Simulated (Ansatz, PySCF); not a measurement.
Molecule: C5H7, charge 0, multiplicity 2. It need not be the lowest isomer of its formula. 
Geometry from a B3LYP-D3(BJ)/def2-TZVP (Ansatz, a quantum-chemistry and plane-wave program) optimisation:
SMILES: [CH2]/C=C\C=C
```xyz
12

C      2.3239    -0.1307     0.2863
C      0.9850    -0.3228     0.2193
C      0.0643     0.6510    -0.2320
C     -1.3367     0.4958    -0.3188
C     -2.0681    -0.6043     0.0094
H      2.9902    -0.9057     0.6386
H      2.7720     0.8095    -0.0124
H      0.5919    -1.2849     0.5316
H      0.4759     1.6062    -0.5399
H     -1.8814     1.3582    -0.6908
H     -3.1433    -0.6064    -0.1002
H     -1.6153    -1.5109     0.3881
```
Charge 0, spin multiplicity 2.

Quantity: atomisation energy (electronic, to ground-state atoms), in kcal/mol. Correlated levels leave the core frozen unless marked. Open shells are spin-unrestricted. No spin-orbit coupling. No relativistic terms. The coupled-cluster limit lacks core correlation, which all-electron functionals hold. CBS marks a two-point X^-3 extrapolation of the correlation energy; Hartree-Fock from the larger set. The bracket is a focal-point correction in the basis named.

| level | program | atomisation energy (kcal/mol) |
|---|---|---|
| HF-D3(BJ)/def2-TZVPD | PySCF + dftd3 | 971.2 |
| HF-D4/def2-TZVPD | PySCF + dftd4 | 945.9 |

Question: Estimate the value at RI-MP2/CBS(cc-pVTZ,cc-pVQZ)+[CCSD(T)-MP2]/cc-pVTZ as computed with Ansatz.

Answer: 1214.0 kcal/mol
